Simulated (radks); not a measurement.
Coulomb parameter of the 5d shell of the hafnium ion Hf2+ in the model configuration [Xe] 4f14 5d1 6p1, as a second difference U = [E(n + 0.5) + E(n - 0.5) - 2 E(n)] / (0.5)^2 with all orbitals relaxed. "Bare": the charge of the atom changes with n. "Screened": the 6p shell takes up the change at fixed total charge, which measures U(5d,5d) + U(6p,6p) - 2 U(5d,6p). Calculated with a radial shooting solver on a logarithmic mesh with Libxc functionals: scalar-relativistic Kohn-Sham, LDA (Slater exchange, Perdew-Wang correlation), spin-unpolarised, spherical densities, finite nucleus; Fermi nuclear charge, rms radius 5.347 fm.

| case | configuration | E - E(n) (eV) |
|---|---|---|
| start | [Xe] 4f14 5d1 6p1 | 0.000 |
| bare +0.5 | [Xe] 4f14 5d1.5 6p1 | -8.764 |
| bare -0.5 | [Xe] 4f14 5d0.5 6p1 | 11.297 |
| screened +0.5 | [Xe] 4f14 5d1.5 6p0.5 | -2.905 |
| screened -0.5 | [Xe] 4f14 5d0.5 6p1.5 | 3.285 |

U(bare) = 10.133 eV, U(screened by 6p) = 1.520 eV, against the Slater integral F0(5d,5d) = 12.252 eV with frozen orbitals.
